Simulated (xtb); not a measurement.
xtb input:

```bash
xtb mol.xyz --gfn 1 --opt tight --chrg 1 --uhf 0
```
mol.xyz:
```
2

Ba    -0.00000000    -0.00000000    -0.60464707
Cl     0.00000000     0.00000000     1.99177858
```

Predict the final energy.

-4.42059 Eh (GFN1-xTB).
